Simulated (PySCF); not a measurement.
## Exercise with solution: chemical shift, span and skew from a shielding tensor

cyclopenta-2,4-dien-1-one (C5H4O), SMILES C1C=CC(=O)C=1. Atoms are numbered in the order given.

```xyz
10

O      0.0000     0.0000     2.0264
C      0.0000     0.0000     0.8219
C      0.0000     1.2023    -0.0851
C      0.0000     0.7478    -1.3464
C      0.0000    -0.7478    -1.3464
C      0.0000    -1.2023    -0.0851
H      0.0000     2.2299     0.2746
H      0.0000     1.3492    -2.2570
H      0.0000    -1.3492    -2.2570
H      0.0000    -2.2299     0.2746
```
Charge 0, spin multiplicity 1.

Geometry optimised at PBE0-D3(BJ)/def2-SVP.

GIAO shieldings from PySCF with KT2/pcSseg-1, non-relativistic, no solvent. The symmetric part of the tensor of C3 has the principal values -41.0, 107.4, 141.1 ppm. The same nucleus in TMS has σ = 185.1 ppm at this level (PySCF, at its B3LYP-D3(BJ)/def2-TZVP geometry).

Q: Work out the isotropic shielding, the ¹³C shift against TMS, the span and the skew.

A: 
σ(iso) = (σ11 + σ22 + σ33)/3 = 69.2 ppm. δ = σ(ref) − σ(iso) = 185.1 − (69.2) = 115.9 ppm.
Span Ω = σ33 − σ11 = 182.1 ppm. Skew κ = 3(σ(iso) − σ22)/Ω = -0.63. Tumbling in solution averages the tensor to δ; in a static solid the shielding alone would spread this spin-1/2 line over Ω.
